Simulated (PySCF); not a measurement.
PySCF job for C₄H₆BFO, SMILES FB1CC=CCO1, IEF-PCM-M06-2X/def2-SVP. The structure is a stationary point at B3LYP-D3(BJ)/def2-SVP. This is a generated structure with no PubChem entry under its InChIKey; it may be hypothetical. Other conformers were not sampled.

```python
import numpy as np
from pyscf import gto, scf, dft
from pyscf.solvent import pcm

mol = gto.M(
    atom='''
    F     0.09241103    2.34488855    0.00000000
    B     0.01335766    1.01214341    0.00000000
    C    -1.38322855    0.28818076   -0.00000000
    C    -1.22485640   -1.20825845   -0.00000000
    C    -0.02665626   -1.80220482   -0.00000000
    C     1.28285770   -1.06822005   -0.00000000
    O     1.18457080    0.34721246   -0.00000000
    H    -1.97566225    0.62579510    0.87219676
    H    -1.97566225    0.62579510   -0.87219677
    H    -2.12704493   -1.82999128    0.00000000
    H     0.05331310   -2.89449747    0.00000000
    H     1.88065172   -1.36324991    0.88239015
    H     1.88065172   -1.36324991   -0.88239014
    ''',
    basis='def2-SVP',
    charge=0,
    spin=0,
    max_memory=1600,
    verbose=3,
)
mf = dft.RKS(mol, xc='m06-2x').density_fit(auxbasis='def2-universal-jkfit')
mf.grids.level = 4
mf.conv_tol = 1e-9
mf.max_cycle = 100
mf.kernel()
res = {}
for name, eps in {'water': 78.355, 'N,N-dimethylformamide': 37.219, 'chlorobenzene': 5.6968}.items():
    s = mf.PCM()
    s.with_solvent.method, s.with_solvent.eps, s.with_solvent.lebedev_order = 'IEF-PCM', eps, 29
    s.kernel(mf.make_rdm1())
    res[name] = (s.e_tot, eps, s.dip_moment(), s.mo_energy, s.converged)
    print(f'{name}: electrostatic solvation free energy {(s.e_tot - mf.e_tot) * 627.509474:.3f} kcal/mol')
```

Program output:

```
converged SCF energy = -355.644911024942

WARN: PCM is an experimental feature. It is still in testing.
Features and APIs may be changed in the future.

converged SCF energy = -355.651292268124
Dipole moment(X, Y, Z, Debye): -0.83455, -3.05964, -0.00000
water: electrostatic solvation free energy -4.004 kcal/mol

WARN: PCM is an experimental feature. It is still in testing.
Features and APIs may be changed in the future.

converged SCF energy = -355.651146169167
Dipole moment(X, Y, Z, Debye): -0.83183, -3.04809, -0.00000
N,N-dimethylformamide: electrostatic solvation free energy -3.913 kcal/mol

WARN: PCM is an experimental feature. It is still in testing.
Features and APIs may be changed in the future.

converged SCF energy = -355.649750800373
Dipole moment(X, Y, Z, Debye): -0.80685, -2.93715, -0.00000
chlorobenzene: electrostatic solvation free energy -3.037 kcal/mol
```

Self-consistency was reached.
